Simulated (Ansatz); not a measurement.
`N[Si](N)(N)O`, relaxed with RKS PBE-D4/def2-SVP in Ansatz from a rough embedded geometry. The force threshold is 0.03 eV/Å; the program also tests the step.

Charge 0, multiplicity 1.

Start:

```xyz
12

N     1.234   -0.693    0.438
Si    0.041    0.207   -0.038
N    -0.632   -0.598   -1.300
N    -1.087    0.234    1.182
O     0.493    1.702   -0.371
H     2.100   -0.539   -0.126
H     1.559   -0.388    1.384
H    -0.498   -1.522   -1.139
H    -0.076   -0.324   -2.170
H    -1.080   -0.776    1.501
H    -1.973    0.277    0.701
H    -0.081    2.420   -0.062
```

```
step  energy (eV)  largest force (eV/Å)  largest move (Å)
   1  -14491.4874                 6.993             0.000
   2  -14492.7943                 3.227             0.145
   3  -14493.2416                 0.483             0.200
   4  -14493.2788                 0.520             0.180
   5  -14493.3068                 0.174             0.200
   6  -14493.3418                 0.309             0.200
   7  -14493.3707                 0.214             0.200
   8  -14493.3740                 0.469             0.200
   9  -14493.3759                 0.342             0.111
  10  -14493.3892                 0.223             0.068
  11  -14493.3925                 0.018             0.037
```

End:

```xyz
12

N     1.407   -0.624    0.645
Si    0.052    0.156   -0.101
N    -0.150   -0.671   -1.611
N    -1.132    0.174    1.188
O     0.137    1.759   -0.626
H     2.221   -0.830    0.064
H     1.685   -0.363    1.593
H    -0.292   -1.681   -1.630
H    -0.659   -0.203   -2.363
H    -1.255   -0.688    1.726
H    -2.046    0.591    0.998
H     0.030    2.379    0.116
```

Run time 14 s (4 threads of an Arm Neoverse V1 on a shared host); peak host memory 0.15 GiB.
